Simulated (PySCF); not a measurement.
**Os³¹⁺: ionisation energy**

Os³¹⁺ [Kr] 4d9 (2D) → Os³²⁺ [Kr] 4d8 (3F), as a difference of total energies. All numbers are calculated (PySCF 2.14, scalar relativity by spin-free X2C-1e, in an even-tempered Gaussian basis (19 s from 2.5 bohr⁻², ratio 2.5; 14 p from 3.2 bohr⁻², ratio 2.5; 9 d from 3.2 bohr⁻², ratio 2.5; 4 f from 18 bohr⁻², ratio 2.7; 3 g from 27 bohr⁻², ratio 2.7)). The calculations carry no spin-orbit coupling.

```csv
method,ionisation energy (eV)
UHF,1319.0
M06-2X,1321.7
PW91,1320.6
```

Spin-orbit coupling is strong in these open shells (close to jj coupling). The scalar numbers leave it out and a first-order estimate fails, so it can dominate the gap to the real levels.

Breit and QED terms and the two-electron picture change are absent.

For comparison: 1311 ± 4 eV (theoretical estimate listed by NIST; NIST Atomic Spectra Database, ionization energies).
